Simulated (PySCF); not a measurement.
Job for PySCF: R-BP86/6-31G* on C2H9N (a complex), monomers drawn apart or pushed together.

```python
from pyscf import gto, scf, dft, mp
from pyscf.data.elements import chemcore

mol = gto.M(
    atom='''
    N    -0.08577384   -0.02006318   -0.20176245
    H    -0.22693155    0.47508304   -1.07475436
    H     0.39150816    0.61087367    0.43176424
    H     0.54494491   -0.79115092   -0.38903838
    C    -0.59803667   -0.60315173    3.06512678
    C     0.46927838    0.48792204    3.05664672
    H    -0.93570524   -0.82509903    2.05196571
    H    -1.46855162   -0.29677323    3.64878031
    H    -0.21529530   -1.52624645    3.50573577
    H     1.34808108    0.17968690    2.48492508
    H     0.80769340    0.72937714    4.06639110
    H     0.08818701    1.40949740    2.61068353
    ''',
    basis='6-31g*',
    cart=True,
    charge=0, spin=0, verbose=3, max_memory=1800)
mf = dft.RKS(mol, xc='b88,p86')
mf.conv_tol = 1e-8
mf.max_cycle = 100
mf.kernel()
if not mf.converged:
    mf = mf.newton().run(mf.mo_coeff, mf.mo_occ)
```

Program output:

```
converged SCF energy = -136.3654233686
```

The calculation finished and met its thresholds.

Cost: very roughly 5 core-seconds.
